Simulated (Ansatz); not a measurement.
## Ansatz (development build ahead of 0.2.0) run

```yaml
crystal:
  periodic: [false, false, false]
  atoms:
    - { symbol: Ti, position_ang: [0.0, 0.0, 0.0] }
    - { symbol: C, position_ang: [0.0, 2.6523, 0.9654] }
    - { symbol: P, position_ang: [0.0, -3.0007, 1.0922] }
basis:
  gaussian: { orbitals: pcseg-2 }
magnetization:
  spin_polarized: true
  initial_magnetization: 5
hamiltonian:
  xc: { name: wB97X }
```

The input is written out in the form of the current development build from the run's settings.

The run gave:

```
Converged                       : yes
Total energy                    : -1228.53262 hartree
Spin squared of the determinant : 9.751
Stability test                  : minimum
```

Caution: another spin multiplicity may lie lower; the unrestricted determinant is a mixture of spin states.
